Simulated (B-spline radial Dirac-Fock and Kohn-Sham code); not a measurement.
Satellites and hypersatellites of the K lines of Bi⁷⁺

System: bismuth as Bi⁷⁺, [Xe] 4f14 5d8.

Model: Dirac-Fock (average of configuration) total-energy differences with a finite nucleus, the Breit interaction including its frequency dependence, and self-energy and vacuum-polarisation corrections. Program: a radial finite-basis atomic code. Each two-hole energy is an average over J within one jj subconfiguration, not an observable level; in light atoms, where LS coupling holds, the j-resolved values are not observed lines, and for a K spectator the Kα1 hypersatellite is nearly forbidden. No correlation.

Lines without a spectator: Kα2 (K-L2) 74810.6 eV, Kα1 (K-L3) 77103.7 eV, Kβ3 (K-M2) 86821.2 eV, Kβ1 (K-M3) 87339.9 eV. Shifts in eV with one spectator hole (a dash: not computed, or left out as unreliable):

```
spectator hole      Kα2      Kα1      Kβ3      Kβ1
        K (1s)  +1174.7  +1289.9  +1528.6  +1555.9
    L2 (2p1/2)   +157.3   +219.4        –   +398.1
    L3 (2p3/2)   +104.2   +120.0   +275.0        –
    M2 (3p1/2)        –    +36.3    +65.5    +78.1
    M3 (3p3/2)   +16.84        –    +50.8    +52.4
```

Run: 100 s of CPU time on 1 thread of AMD EPYC 7R43 64-Core Processor (shared host), peak memory 0.54 GiB.
